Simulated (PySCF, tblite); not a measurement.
Compound: CH10BNPSi2 (doublet state).
Bonds: B1–P2, P2–Si3, Si3–C4, C4–Si5, Si5–N6. Hydrogens: H7, H8 on B1; H9 on P2; H10 on Si3; H11, H12 on C4; H13, H14 on Si5; H15, H16 on N6.

Jobs on this species (16 atoms, 71 electrons) with PySCF (density fitting) and tblite. Hardware of each: Arm Neoverse V1, one thread (shared host). The host was shared with other jobs, so the times are rough.

Question: Rank these jobs by wall time, shortest first.
A. GFN2-xTB; L-BFGS relaxation
B. UKS B3LYP, pcH-1 on B C H N P Si, non-relativistic, mean-field spin-orbit, GIAO; unrestricted SCF, g, hyperfine, density and orbital grids written; 280 basis functions
C. GFN2-xTB; Hessian by finite differences

Answer: C (0.7 s), A (1.9 s), B (95 s).

All jobs:

| level and settings | work | basis functions | SCF cycles | wall time |
| --- | --- | --- | --- | --- |
| GFN2-xTB | Hessian by finite differences | – | – | 0.7 s |
| GFN2-xTB | L-BFGS relaxation | – | – | 1.9 s |
| UKS B3LYP, pcH-1 on B C H N P Si, non-relativistic, mean-field spin-orbit, GIAO | unrestricted SCF, g, hyperfine, density and orbital grids written | 280 | 12 | 95 s |

Question: What do all jobs in the table cost together?

Answer: About 98 s; the longest takes about 97 % of that, and about 140 times as long as the shortest.
